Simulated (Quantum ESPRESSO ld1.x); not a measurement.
Results of a calculation; reference values are marked as such.
Task: The caesium ion Cs4+, 51 electrons, occupied as [Kr] 4d10 5s2 5p2.75 6s0.25 (fractional occupations, a model configuration). Level of theory: Dirac Kohn-Sham, PW91, spin-unpolarised, spherical densities, point nucleus; open shells are shared between the two j in proportion to 2j + 1 (ld1.x of Quantum ESPRESSO 7.5). Some entries of the table are withheld. Estimate them.

| orbital | occ. | eigenvalue (eV) | <1/r> (bohr^-1) | <r> (bohr) |
|---|---|---|---|---|
| 1s1/2 | 2 | -35822.010 | 59.41 | 0.02611 |
| 2s1/2 | 2 | -5655.484 | 13.92 | 0.1117 |
| 2p1/2 | 2 | -5323.488 | 13.90 | 0.09402 |
| 2p3/2 | 4 | -4971.055 | 12.73 | 0.09991 |
| 3s1/2 | 2 | -1211.628 | 4.990 | 0.2987 |
| 3p1/2 | 2 | -1072.931 | 4.901 | 0.2887 |
| 3p3/2 | 4 | -1005.386 | 4.612 | 0.3004 |
| 3d3/2 | 4 | -761.606 | 4.471 | 0.2713 |
| 3d5/2 | 6 | -747.265 | 4.396 | 0.2750 |
| 4s1/2 | 2 | -264.848 | 2.037 | 0.6939 |
| 4p1/2 | 2 | -215.028 | 1.931 | 0.7194 |
| 4p3/2 | 4 | -201.190 | 1.837 | 0.7467 |
| 4d3/2 | 4 | -120.063 | 1.607 | 0.8254 |
| 4d5/2 | 6 | -117.751 | 1.584 | 0.8354 |
| 5s1/2 | 2 | -67.076 | 0.8106 | 1.633 |
| 5p1/2 | 0.916667 | -53.412 | 0.7271 | 1.803 |
| 5p3/2 | 1.83333 | -51.205 | 0.6991 | 1.864 |
| 5d3/2 | 0 | (1) | (2) | 2.387 |
| 5d5/2 | 0 | (3) | (4) | 2.409 |
| 6s1/2 | 0.25 | -27.358 | 0.3861 | 3.391 |
| 6p1/2 | 0 | -23.067 | 0.3454 | 3.783 |
| 6p3/2 | 0 | -22.482 | 0.3361 | 3.877 |

Result: 
(1) 5d3/2 eigenvalue (eV): -31.985
(2) 5d3/2 <1/r> (bohr^-1): 0.5400
(3) 5d5/2 eigenvalue (eV): -31.701
(4) 5d5/2 <1/r> (bohr^-1): 0.5349
